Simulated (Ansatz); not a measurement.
CH₈O₂Si₃, SMILES C[Si@@H]1[Si@@H](O)[SiH2]O1.

Geometry: B3LYP-D3(BJ)/def2-SVP. The structure was generated by enumeration; whether it is a known compound was not checked. Other conformers were not sampled.

Two levels are set side by side: PBE/def2-SVPD (Ansatz, an electronic-structure program) and CAM-B3LYP/def2-SVPD (Ansatz). Energy differences of separate SCF runs at the same geometry; the states with an electron removed or added have multiplicity 2 and 2. Differences are taken from unrounded values.

| quantity | PBE |
|---|---|
| vertical ionisation energy (eV) | 8.45 |
| vertical singlet–triplet gap (eV) | 3.69 |

Problem. These are the PBE values. What does CAM-B3LYP give? (The exact figures need the calculation; the answer reports its results.)

Solution. 
```tsv
quantity	CAM-B3LYP	PBE minus CAM-B3LYP
vertical ionisation energy (eV)	8.81	-0.36
vertical singlet–triplet gap (eV)	4.22	-0.53
```
